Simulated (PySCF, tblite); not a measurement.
Write Cartesian coordinates for InChI=1S/C4H8ClFO3S/c1-4(6,3-9-2)10(5,7)8/h3H2,1-2H3/t4-/m0/s1 as optimised with GFN2-xTB.

```
atom  x, y, z in Å
C1     2.4821   -0.4897    0.5536
O2     1.3364   -1.2856    0.3167
C3     0.4374   -0.7465   -0.6064
C4    -0.4295    0.3779   -0.0396
C5    -1.0769    0.1016    1.2857
F6     0.2256    1.5783   -0.0595
S7    -1.7506    0.5954   -1.3096
O8    -1.1779    0.9744   -2.5572
O9    -2.6202   -0.5358   -1.2694
Cl10  -2.7959    2.1775   -0.6097
H11    3.1090   -1.0657    1.2303
H12    3.0259   -0.3009   -0.3774
H13    2.2287    0.4677    1.0170
H14   -0.2357   -1.5580   -0.8967
H15    0.9508   -0.3658   -1.5008
H16   -1.4915    1.0188    1.6990
H17   -1.8753   -0.6203    1.1304
H18   -0.3510   -0.3171    1.9820
```

Orientation and origin are arbitrary. Atoms count from 1 in this order. S7 (sulfonyl sulfur) is distorted tetrahedral (angles from 103.0° to 118.7°). The 2 C–C bonds span 1.501 Å (C4–C5, drawn single) to 1.529 Å (C3–C4, drawn single), a spread of 0.028 Å. Of the pairs four or more bonds apart, O9···H17 is among the closest relative to their van der Waals radii: 2.51 Å, 92 % of the sum of Bondi's values.

Bonds between heavy atoms (Å): C1–O2 1.415, O2–C3 1.397, C3–C4 1.529, C4–C5 1.501, C4–F6 1.368, C4–S7 1.845, S7=O8 1.424, S7=O9 1.427, S7–Cl10 2.021.

The geometry is computed with GFN2-xTB (gas phase).

Point group: C1 (no symmetry element, even within 0.4 Å). Its GFN2-xTB frequencies are all real (lowest 44 cm⁻¹). One conformer, not necessarily the lowest (C1–O2–C3–C4 -77°, O2–C3–C4–C5 -48°, C3–C4–S7–O8 -61°).
